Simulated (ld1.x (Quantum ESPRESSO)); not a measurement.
As (Z = 33): ultrasoft pseudisation with PBE, scalar-relativistic reference atom.

Input for ld1.x (Quantum ESPRESSO) 7.5:

```
&input
   title='As', zed=33., rel=1, dft='PBE', iswitch=3,
   config='[Ar] 3d10 4s2 4p3 4d-2',
   nld=3, rlderiv=1.90, eminld=-3.0, emaxld=5.0, deld=0.02
 /
 &inputp
   pseudotype=3, tm=.true., lloc=-1, rcloc=1.10,
   nlcc=.true., rcore=1.25,
   file_pseudopw='As.UPF', file_wfcaegen='ae.wfc', file_wfcncgen='nc.wfc', file_beta='beta', file_chi='chi', file_wfcusgen='us.wfc'
 /
5
4S  1  0   2.00   0.00  1.35  1.60  0.0
4S  1  0   0.00  -0.15  1.35  1.60  0.0
4P  2  1   3.00   0.00  1.30  1.75  0.0
4P  2  1   0.00   0.90  1.30  1.75  0.0
4D  3  2  -2.00   0.40  0.95  1.30  0.0
 &test
   configts(1)='4s2 4p3'
 /
```

Command:

```bash
ld1.x < As.in > As.out
```

Resulting log (shortened: banner, matrices, multipoles, cross overlaps and the repeated all-electron block are left out):

```
Program LD1 v.7.5

     !!!!!!!!!!!!!!!!!!! WARNING !!!!!!!!!!!!!!!!!!!!!!!
     Message from routine ld1_readin:
     US requires at least two energies per channel 4D
     !!!!!!!!!!!!!!!!!!!!!!!!!!!!!!!!!!!!!!!!!!!!!!!!!!!
     --------------------------- All-electron run ----------------------------

     As
     scalar relativistic calculation

     atomic number is 33.00
     dft =PBE   lsd =0 sic =0 latt =0  beta=0.20 tr2=1.0E-14
     Exchange-correlation= PBE
                           (   1   4   3   4   0   0   0)
     mesh =1209 r(mesh) =  99.83237 a.u. xmin = -7.00 dx = 0.01250
     1 Ry =  13.60569312 eV, c = 137.03599908

     n l     nl                  e(Ry)          e(Ha)          e(eV)
     1 0     1S 1( 2.00)      -861.3695      -430.6848    -11719.5295
     2 0     2S 1( 2.00)      -109.2749       -54.6374     -1486.7602
     2 1     2P 1( 6.00)       -95.8167       -47.9084     -1303.6530
     3 0     3S 1( 2.00)       -13.9872        -6.9936      -190.3057
     3 1     3P 1( 6.00)        -9.8251        -4.9126      -133.6776
     3 2     3D 1(10.00)        -2.9874        -1.4937       -40.6457
     4 0     4S 1( 2.00)        -1.0653        -0.5326       -14.4939
     4 1     4P 1( 3.00)        -0.3818        -0.1909        -5.1949

     final scf error:  5.2E-15 reached in  40 iterations

     Etot =   -4521.616832 Ry,   -2260.808416 Ha,  -61519.731037 eV

     Ekin =    4608.673546 Ry,    2304.336773 Ha,   62704.197967 eV
     Encl =  -10898.739009 Ry,   -5449.369505 Ha, -148284.898385 eV
     Eh   =    1935.664236 Ry,     967.832118 Ha,   26336.053587 eV
     Exc  =    -167.215605 Ry,     -83.607802 Ha,   -2275.084206 eV

     normalization and overlap integrals

     s(1S/1S) =  1.000000  <r> =   0.0455  <r2> =    0.0028  r(max) =   0.0296
     s(2S/2S) =  1.000000  <r> =   0.2028  <r2> =    0.0485  r(max) =   0.1701
     s(2P/2P) =  1.000000  <r> =   0.1772  <r2> =    0.0385  r(max) =   0.1358
     s(3S/3S) =  1.000000  <r> =   0.5983  <r2> =    0.4125  r(max) =   0.5239
     s(3P/3P) =  1.000000  <r> =   0.6172  <r2> =    0.4477  r(max) =   0.5239
     s(3D/3D) =  1.000000  <r> =   0.6783  <r2> =    0.5823  r(max) =   0.4740
     s(4S/4S) =  1.000000  <r> =   1.9394  <r2> =    4.3371  r(max) =   1.6136
     s(4P/4P) =  1.000000  <r> =   2.5548  <r2> =    7.7624  r(max) =   1.9957

     ------------------------ End of All-electron run ------------------------

     --------------------- Generating US pseudopotential ---------------------

      Generating local potential from pseudized AE potential:
      Matching radius rcloc =   1.1000

      Local pseudo, rcloc= 1.109 Estimated cut-off energy=    20.02 Ry

      Computing core charge for nlcc:

       r > 1.26 : true rho core
       r < 1.26 : rho core = a sin(br)/r    a=   5.48  b=   2.14

      Integrated core pseudo-charge :   4.23

      Wfc   4S  rcut= 1.355  Using Troullier-Martins method
      Wfc-us  4S rcutus= 1.614  Estimated cut-off energy=    17.04 Ry

      Wfc   4S  rcut= 1.355  Using Troullier-Martins method
      Wfc-us  4S rcutus= 1.614  Estimated cut-off energy=    18.45 Ry

      Wfc   4P  rcut= 1.289  Using Troullier-Martins method
      Wfc-us  4P rcutus= 1.739  Estimated cut-off energy=    24.15 Ry

      Wfc   4P  rcut= 1.289  Using Troullier-Martins method
      Wfc-us  4P rcutus= 1.739  Estimated cut-off energy=    26.14 Ry
     Message from routine find_coeff:
     giving up minimization, the error is still 0.1960E+03

      Wfc   4D  rcut= 0.955  Using Troullier-Martins method
      Wfc-us  4D rcutus= 1.289  Estimated cut-off energy=   129.22 Ry

     ------------------- End of pseudopotential generation -------------------

     Computing logarithmic derivative in   1.91030
     Computing logarithmic derivative in   1.91030
     Computing the partial wave expansion
     R is outside the sphere for l=    0 j= 0.00
     R is outside the sphere for l=    0 j= 0.00
     R is outside the sphere for l=    1 j= 0.00
     R is outside the sphere for l=    1 j= 0.00
     R is outside the sphere for l=    2 j= 0.00

     ---------------------- Testing the pseudopotential ----------------------

     As
     scalar relativistic calculation

     atomic number is 33.00   valence charge is  5.00
     dft =PBE   lsd =0 sic =0 latt =0  beta=0.20 tr2=1.0E-14
     mesh =1209 r(mesh) =  99.83237 xmin = -7.00 dx = 0.01250

     n l     nl             e AE (Ry)        e PS (Ry)    De AE-PS (Ry)
     1 0     4S   1( 2.00)       -1.06528       -1.06529        0.00001
     2 1     4P   1( 3.00)       -0.38182       -0.38182        0.00000

     eps = 3.2E-15  iter =  3

     Etot =   -4521.616832 Ry,   -2260.808416 Ha,  -61519.731037 eV
     Etotps =   -17.561373 Ry,      -8.780686 Ha,    -238.934651 eV

     Ekin =       4.143329 Ry,       2.071665 Ha,      56.372869 eV
     Encl =     -26.737847 Ry,     -13.368923 Ha,    -363.786936 eV
     Ehrt =       9.845766 Ry,       4.922883 Ha,     133.958474 eV
     Ecxc =      -8.551874 Ry,      -4.275937 Ha,    -116.354171 eV
     (Ecc =      -5.080659 Ry,      -2.540329 Ha,     -69.125887 eV)
     Epseu=       3.739252 Ry,       1.869626 Ha,      50.875112 eV

     ---------------------- End of pseudopotential test ----------------------
```

Note: ghost state, extra bound levels that the all-electron valence spectrum of the same l lacks: s at -18.1 eV (d not tested). A true bound ghost makes a file unfit for plane-wave use. Its overlap operator is not positive definite in a basis up to 400 Ry (lowest eigenvalue d -0.22), so the file is unfit for use: the generalised eigenproblem breaks down once the basis is large enough, and its test numbers describe a broken file.

Generation and configuration tests took about 1.6 s on one core of a shared server CPU.
